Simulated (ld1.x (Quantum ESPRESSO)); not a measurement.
# u(r) = r·R(r): atom against pseudo-atom (Rb)

Columns: radius, all-electron u(r) and pseudo u(r) of the 5p shell (level -0.73 eV) of rubidium in the configuration [Kr] 5s1 5p0; Wu–Cohen, scalar-relativistic, TM scheme, ld1.x (Quantum ESPRESSO) 7.5.

| r (bohr) | all-electron | pseudo |
| --- | --- | --- |
| 0.210 | -0.0157 | -0.0013 |
| 0.420 | -0.0689 | -0.0051 |
| 0.630 | -0.0004 | -0.0112 |
| 0.840 | 0.0762 | -0.0193 |
| 1.050 | 0.1218 | -0.0292 |
| 1.260 | 0.1349 | -0.0405 |
| 1.470 | 0.1236 | -0.0527 |
| 1.680 | 0.0964 | -0.0657 |
| 1.890 | 0.0604 | -0.0792 |
| 2.100 | 0.0202 | -0.0934 |
| 2.310 | -0.0212 | -0.1084 |
| 2.520 | -0.0618 | -0.1246 |
| 2.730 | -0.1004 | -0.1423 |
| 2.940 | -0.1367 | -0.1620 |
| 3.150 | -0.1704 | -0.1837 |
| 3.360 | -0.2015 | -0.2072 |
| 3.570 | -0.2301 | -0.2319 |
| 3.780 | -0.2564 | -0.2567 |
| 3.990 | -0.2806 | -0.2806 |
| 4.200 | -0.3028 | -0.3028 |
| 4.410 | -0.3228 | -0.3228 |
| 4.620 | -0.3405 | -0.3405 |
| 4.830 | -0.3557 | -0.3557 |
| 5.040 | -0.3686 | -0.3686 |
| 5.250 | -0.3789 | -0.3789 |
| 5.460 | -0.3869 | -0.3869 |

(1) How many radial nodes do the two functions have?

(2) At about which radius was the pseudo-wave matched?

(3) Is the pseudo-wave norm-conserving?

## Answers

(1) The all-electron 5p function has n − l − 1 = 3 (the table is too coarse to show those close to the nucleus); the pseudo-wave has 0, since the states of the same l below it are removed with the core.

(2) 4.20 bohr. The columns agree to 0.0005 from 3.78 bohr on; several derivatives are matched, so the curves merge somewhat inside the radius.

(3) Yes: the TM scheme keeps the norm inside the radius equal to the all-electron one, which fixes the energy derivative of the logarithmic derivative at the level.
